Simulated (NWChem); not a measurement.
# Spin states of HB

```xyz
2

B      0.0000     0.0000     0.2087
H      0.0000     0.0000    -1.0435
```
Charge 0, spin multiplicity 1.

Everything below was run with NWChem. All single points use one geometry, from PBE0/def2-SVP, a minimum by its harmonic frequencies.

Basis set: def2-TZVP. The gap is E(triplet) − E(singlet) at the geometry of the singlet, so a negative value puts the higher spin lower. Open shells are unrestricted, coupled cluster uses restricted open-shell references, and the singlet is the closed-shell solution. The triplet is the single determinant that the SCF runs reached, with unpaired electrons in orbitals of symmetry a1 and b2 (C2v labels); it need not be the lowest triplet, which in molecules with degenerate π orbitals can need several determinants.

The correlated methods keep 1 core orbital frozen. B3LYP has NWChem's definition, with VWN1-RPA local correlation. The structure started from a generated list of species. No SCF solution was tested for a lower state. Open-shell Hartree-Fock references start from PBE0 orbitals. No row is a measurement; the coupled-cluster row has its own basis-set and correlation limits.

**Question.** Order these methods by the vertical singlet-triplet gap they give, lowest first: CCSD(T), HF, MP2, PBE, B3LYP.

**Answer.** HF (9.5 kcal/mol), PBE (22.3 kcal/mol), MP2 (23.5 kcal/mol), B3LYP (26.8 kcal/mol), CCSD(T) (30.7 kcal/mol)
